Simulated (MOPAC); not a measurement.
MOPAC input (PM7):

```
PM7 FORCE THERMO(298,298) PRECISE LET GEO-OK AUX(PRECISION=9) THREADS=1
O2Ti

Ti   -0.06314575 1   -0.35353878 1   -0.15337971 1
O     1.14357078 1    0.67561703 1   -0.66608183 1
O    -0.97057383 1    0.29296499 1    1.08629346 1
```

From the output:

```
     O    3   5.118884   0.434532   5.280367

          HEAT OF FORMATION =     -69.917052 KCALS/MOLE

          ZERO POINT ENERGY       2.884 KCAL/MOL

           NORMAL COORDINATE ANALYSIS (Total motion = 1 Angstrom)

   Root No.       1         2         3

                 1 A1      2 A1      1 B2

                 304.7     803.7     908.8

           1   -0.1066   -0.0808   -0.1808
           2   -0.1597   -0.1210    0.1207
           3    0.0000    0.0000   -0.0000
           4   -0.0766    0.4266    0.3913
           5    0.3967   -0.0230    0.0000
           6   -0.0000    0.0000   -0.0000
           7    0.3957   -0.1848    0.1500
           8    0.0814    0.3852   -0.3614
           9   -0.0000   -0.0000    0.0000

           MASS-WEIGHTED COORDINATE ANALYSIS (NORMAL COORDINATES)

   Root No.       1         2         3

                 1 A1      2 A1      1 B2

                 304.7     803.7     908.8

           1   -0.2791   -0.2135   -0.4676
           2   -0.4180   -0.3198    0.3121
           3    0.0000    0.0000   -0.0000
           4   -0.1159    0.6518    0.5848
           5    0.6002   -0.0351    0.0000
           6   -0.0000    0.0000   -0.0000
           7    0.5988   -0.2824    0.2242
           8    0.1231    0.5885   -0.5401
           9   -0.0000   -0.0000    0.0000

          DESCRIPTION OF VIBRATIONS

 VIBRATION          1    1A1         ATOM PAIR     ENERGY CONTRIBUTION    RADIAL
 FREQUENCY           304.72         Ti1 -- O 3         +50.0% ( 70.6%)      2.5%
 TRANSITION DIPOLE   1.9026         Ti1 -- O 2         +50.0% ( 70.6%)      2.5%
 TRAVEL (Ang.)       0.1715
 REDUCED MASS        7.5254
 EFFECTIVE MASS     24.6646
 FORCE CONSTANT      0.4117

 VIBRATION          2    2A1         ATOM PAIR     ENERGY CONTRIBUTION    RADIAL
 FREQUENCY           803.69         Ti1 -- O 3         +50.0% ( 71.9%)     90.2%
 TRANSITION DIPOLE   0.3031         Ti1 -- O 2         +50.0% ( 71.9%)     90.2%
 TRAVEL (Ang.)       0.1106
 REDUCED MASS        6.8561
 EFFECTIVE MASS     19.6870
 FORCE CONSTANT      2.6092

 VIBRATION          3    1B2         ATOM PAIR     ENERGY CONTRIBUTION    RADIAL
 FREQUENCY           908.81         Ti1 -- O 3         +50.0% ( 74.0%)     91.9%
 TRANSITION DIPOLE   0.2934         Ti1 -- O 2         +50.0% ( 74.0%)     91.9%
 TRAVEL (Ang.)       0.0933
 REDUCED MASS        8.5267
 EFFECTIVE MASS     24.2368
 FORCE CONSTANT      4.1493

      SYMMETRY NUMBER FOR POINT-GROUP C2v =  2

          SYSTEM IS A GROUND STATE

 O2Ti

          MOLECULE IS NOT LINEAR

          THERE ARE  3 GENUINE VIBRATIONS IN THIS SYSTEM
          THIS THERMODYNAMICS CALCULATION IS LIMITED TO
          MOLECULES WHICH HAVE NO INTERNAL ROTATIONS

                    CALCULATED THERMODYNAMIC PROPERTIES
                                          *
   TEMP. (K)   PARTITION FUNCTION   H.O.F.    ENTHALPY  HEAT CAPACITY ENTROPY
                                   KCAL/MOL   CAL/MOLE    CAL/K/MOL  CAL/K/MOL

 298.00  VIB.     0.1342D+01                   340.8577     2.7960     1.7286
         ROT.     0.1071D+05                   888.2803     2.9808    21.4198
         INT.     0.1437D+05                  1229.1380     5.7768    23.1484
         TRA.     0.6905D+27                  1480.4672     4.9680    39.0468
         TOT.                      -69.917    2709.6052    10.7448    62.1952

   *: NOTE: HEATS OF FORMATION ARE RELATIVE TO THE
            ELEMENTS IN THEIR STANDARD STATE AT 298K
              (=  Standard Enthalpy of Formation).

            Hvib:  Zero-point energy is not included.
                   frequencies of less than zero cm-1 are not included.
            Hrot = (3/2)RT
            Htra = (3/2)RT + pV = (5/2)RT

            Heat capacity is Cp, not Cv

          For more information, see: HTTP://OpenMOPAC.net/Manual/thermochemistry.html

           FORCE CONSTANT IN CARTESIAN COORDINATES (Millidynes/A)

    ATOM   CHEMICAL       X               Y               Z
   NUMBER   SYMBOL  FORCE CONSTANT  FORCE CONSTANT  FORCE CONSTANT

      1      Ti        6.130484        4.593301        0.000883
      2       O        5.261051        0.322633        0.000291
      3       O        1.190514        4.393170        0.000291

 **********************
 *                    *
 * JOB ENDED NORMALLY *
 *                    *
 **********************

 == MOPAC DONE ==
```
